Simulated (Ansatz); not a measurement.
Geometry optimisation, Ansatz, RKS PBE0/def2-SVP.

Input file:

```yaml
crystal:
  periodic: [false, false, false]
  atoms:
    - { symbol: Ge, position_ang: [-0.434785, -1.596706, -0.054642] }
    - { symbol: Br, position_ang: [1.943474, -1.628621, -0.089561] }
    - { symbol: H, position_ang: [-0.835065, -2.214173, -1.402043] }
    - { symbol: H, position_ang: [-0.79078, -2.544885, 1.097695] }
    - { symbol: H, position_ang: [-1.061251, -0.238057, 0.159164] }
    - { symbol: H, position_ang: [1.031356, 0.978925, 0.397625] }
    - { symbol: C, position_ang: [0.234925, 1.626846, 0.057556] }
    - { symbol: H, position_ang: [-0.600033, 1.616319, 0.76943] }
    - { symbol: H, position_ang: [-0.113359, 1.346719, -0.942665] }
    - { symbol: H, position_ang: [0.625519, 2.653634, 0.007341] }
basis:
  gaussian: { orbitals: def2-SVP }
hamiltonian:
  xc: pbe0
relax:
  f_tol: 0.03
  max_steps: 50
```

Launched with:

```bash
$ ansatz run input.yaml --threads 2 --pin off --max-ram 3072MiB --backend cpu --events-out ev --progress --plain --runs-dir out
```

Question: Where does it end, and by what steps?

Answer: The forces met the threshold. The force dipped under the threshold on the way, but the program's further checks kept it going. After 14 steps the energy has fallen by 0.341 eV; H9 moved furthest, 0.93 Å.

```tsv
step	energy less start (eV)	largest force component (eV/Å)	accepted
0	0.0000	1.215	yes
1	-0.2313	0.284	yes
2	-0.2965	0.135	yes
3	-0.3243	0.063	yes
4	-0.3252	0.309	yes
5	-0.3366	0.087	yes
6	-0.3381	0.009	yes
7	-0.3385	0.120	yes
8	-0.3394	0.057	yes
9	-0.3400	0.025	yes
10	-0.3406	0.056	yes
11	-0.3406	0.060	no
12	-0.3410	0.015	yes
13	-0.3412	0.032	yes
14	-0.3413	0.019	yes
```

```xyz
10
Properties=species:S:1:pos:R:3
Ge -0.508 -2.239 -0.029
Br 1.781 -1.906 0.083
H -0.820 -2.784 -1.430
H -0.878 -3.250 1.064
H -1.175 -0.878 0.209
H 0.909 1.285 0.083
C 0.320 2.210 0.021
H -0.448 2.213 0.806
H -0.163 2.274 -0.964
H 0.983 3.075 0.158
```

Time of the run: 34 s on 2 threads of Intel(R) Xeon(R) Platinum 8488C (Sapphire Rapids), on a shared host, peak memory 0.3 GiB.
